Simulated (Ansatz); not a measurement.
Cost and result up the ladder for Ge(CF3)Me3 (C4H9F3Ge) (17 atoms). The state is a singlet with charge 0. Geometry: PBE0-D4/def2-SVP.

```
atom   x (Å)   y (Å)   z (Å)
 Ge1   0.039  -0.015   0.108
  C2  -0.644   0.242  -1.754
  F3  -1.489   1.285  -1.841
  F4  -1.311  -0.837  -2.200
  F5   0.351   0.474  -2.629
  C6   1.226  -1.557   0.047
  H7   1.643  -1.762   1.044
  H8   2.058  -1.374  -0.648
  H9   0.679  -2.449  -0.292
 C10  -1.523  -0.324   1.227
 H11  -1.222  -0.473   2.275
 H12  -2.066  -1.218   0.889
 H13  -2.205   0.537   1.180
 C14   0.977   1.625   0.578
 H15   0.293   2.484   0.536
 H16   1.808   1.806  -0.119
 H17   1.386   1.555   1.597
```

Ansatz on 4 threads of Intel Xeon on a shared host. Times are rough, and most runs start from the orbitals of an earlier one. ωB97X-V/def2-TZVP serves as the yardstick here, not as an exact answer. Differences are given only for rows in sets of like size (and for xTB, whose basis is part of the method), since another set adds its own error. Binding counts from free atoms at the same level (Ge triplet, C triplet, F doublet, H doublet; other spins of the atoms weren't run), without zero-point energy or a counterpoise term.

LC-ωPBE has ω = 0.4 bohr⁻¹. Correlated methods freeze 16 core orbitals; core or outer-core shells of Ge are correlated, in sets that lack core-valence functions. The rows differ in basis, and correlated rows in double-zeta sets carry the largest basis error.

Correlated methods converge slowly with the basis, most of all in double-zeta sets.

```tsv
level	functions	wall time
PBE-D4/def2-SVP	175	3.8 s
PBE0-D4/def2-SVP	175	6 s
PBE-D4/def2-TZVP (with forces)	319	9.6 s
LC-ωPBE/def2-TZVP	319	11 s
r2SCAN-D4/def2-TZVP	319	12 s
PBE-D4/def2-TZVPD	403	12 s
PBE0-D4/def2-TZVP	319	15 s
MP2/def2-TZVP	319	18 s
r2SCANh-D4/def2-TZVP	319	19 s
PBE0-D4/def2-TZVPD	403	25 s
ωB97X-V/def2-TZVP	319	29 s
CCSD(T)/def2-SVP	175	2.6 min
```

Estimate what each level gives for the binding energy per atom (eV).


```tsv
level	binding energy per atom (eV)	difference from ωB97X-V/def2-TZVP (eV)
PBE-D4/def2-SVP	4.07	–
PBE0-D4/def2-SVP	3.99	–
PBE-D4/def2-TZVP (with forces)	4.02	0.07
LC-ωPBE/def2-TZVP	3.93	-0.01
r2SCAN-D4/def2-TZVP	3.94	0.00
PBE-D4/def2-TZVPD	4.01	0.07
PBE0-D4/def2-TZVP	3.94	0.00
MP2/def2-TZVP	3.88	-0.06
r2SCANh-D4/def2-TZVP	3.92	-0.02
PBE0-D4/def2-TZVPD	3.94	0.00
ωB97X-V/def2-TZVP	3.94	0.00
CCSD(T)/def2-SVP	3.75	–
```
